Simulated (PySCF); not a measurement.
Simulated outer-valence photoelectron spectrum of `N#CC(F)=[Se]`. Theory: EOM-IP-CCSD/aug-cc-pVDZ in PySCF, restricted Hartree–Fock reference, frozen core, non-relativistic, gas phase, PBE0-D3(BJ)/def2-SVP geometry.

Each root has a Gaussian of 0.8 eV full width with its one-hole share as area; cross sections and vibrations are left out, and the highest printed point is 100.

(ionisation energy (eV), intensity): (8.8, 0), (9.0, 1), (9.2, 3), (9.4, 9), (9.6, 21), (9.8, 35), (10.0, 41), (10.2, 34), (10.4, 21), (10.6, 13), (10.8, 15), (11.0, 27), (11.2, 39), (11.4, 40), (11.6, 29), (11.8, 15), (12.0, 5), (12.2, 1), (12.4, 0), (12.6, 1), (12.8, 4), (13.0, 15), (13.2, 37), (13.4, 67), (13.6, 92), (13.8, 100), (14.0, 93), (14.2, 80), (14.4, 68), (14.6, 55), (14.8, 37), (15.0, 19), (15.2, 8), (15.4, 2), (15.6, 0), (15.8, 0), (16.0, 0), (16.2, 0), (16.4, 2), (16.6, 7), (16.8, 18), (17.0, 32), (17.2, 43), (17.4, 46), (17.6, 46), (17.8, 46), (18.0, 40), (18.2, 27), (18.4, 13), (18.6, 5), (18.8, 1), (19.0, 0)

Question: Where are the maxima, and how many lines lie under the curve?

Answer: 4 maxima, at 10.0, 11.3, 13.8 and 17.7 eV, from 8 lines. At this width some lines have no maximum of their own.

Question: List the lines with their holes.

Answer: 
| E (eV) | leading hole (HF orbital) | area | Koopmans (eV) |
| --- | --- | --- | --- |
| 9.99 | HOMO | 0.95 | 10.48 |
| 11.32 | HOMO-1 | 0.96 | 11.17 |
| 13.57 | HOMO-2 | 0.94 | 14.12 |
| 13.71 | HOMO-4 | 0.93 | 15.60 |
| 14.10 | HOMO-3 | 0.92 | 14.75 |
| 14.57 | HOMO-5 | 0.93 | 16.78 |
| 17.22 | HOMO-6 | 0.89 | 20.15 |
| 17.90 | HOMO-7 | 0.90 | 20.91 |

The widest gap, 2.65 eV, lies between 14.57 and 17.22 eV. Only orbitals with −ε under 21 eV, eight at most, were ionised, so the high end of the curve may lack lines.
